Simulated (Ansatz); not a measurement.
CH4Cl2O2Sn (SMILES C[O][Sn]([OH])([Cl])[Cl]), singlet, geometry from GFN2-xTB (such geometries of metal compounds can be far from the true shape) (all electrons, no relativity), with bond 5-3 at 1.8 times its length; CASSCF(2,2)/STO-3G run with Ansatz (an electronic-structure program).

Ansatz was given this input:
Ansatz 0.2 input:
```yaml
crystal:
  periodic: [false, false, false]
  atoms:
    - {symbol: C, position_ang: [-2.63068421, 0.00480861, -1.16262971]}
    - {symbol: O, position_ang: [-1.29606003, -0.34817286, -1.39515503]}
    - {symbol: Sn, position_ang: [0.21756230, -0.08638314, -0.10556800]}
    - {symbol: O, position_ang: [1.75129754, -0.79087399, -1.07387398]}
    - {symbol: Cl, position_ang: [0.86920500, 3.88338233, 0.75777417]}
    - {symbol: Cl, position_ang: [-0.06696765, -1.28003717, 1.82296610]}
    - {symbol: H, position_ang: [-3.06144782, -0.53622924, -0.31799632]}
    - {symbol: H, position_ang: [-2.75438542, 1.07806741, -1.00611022]}
    - {symbol: H, position_ang: [-3.16504837, -0.28072870, -2.07094600]}
    - {symbol: H, position_ang: [1.53045965, -1.12151369, -1.94809202]}
basis:
  gaussian:
    orbitals: STO-3G
hamiltonian:
  xc: hf
magnetization: {spin_polarized: false}
correlation: {active_space: {window: {electrons: 2, orbitals: 2}}}
```

**Question.** What does Ansatz print? Leave out banner, timings and long lists.

**Answer.** 
```
Functional definition: HF
826 factors; integrals over basis functions are off by at most 4.0e-5 eV
mean field evaluation 1: about -192102.7463 eV, gradient 2.8e1 eV
mean field evaluation 2: about -192102.8501 eV, gradient 2.8e1 eV
mean field evaluation 4: about -192107.3496 eV, gradient 2.0e0 eV
mean field evaluation 8: about -192107.3822 eV, gradient 1.1e-3 eV
mean field evaluation 16: about -192107.3462 eV, gradient 1.4e0 eV
mean field -192107.38222076 eV, -7059.8160815526 hartree, gradient 9.3e-6 eV, S^2 0.000000; 2 other end points of the search recorded, 0 dependent functions left out
reference -192107.38222076 eV, -7059.8160815526 hartree; 55, 55 occupied and 9, 9 virtual orbitals, 826 factors
state -192109.66870685 eV, -7059.9001083662 hartree
Total energy: -192109.66870685 eV, -7059.9001083662 hartree
```
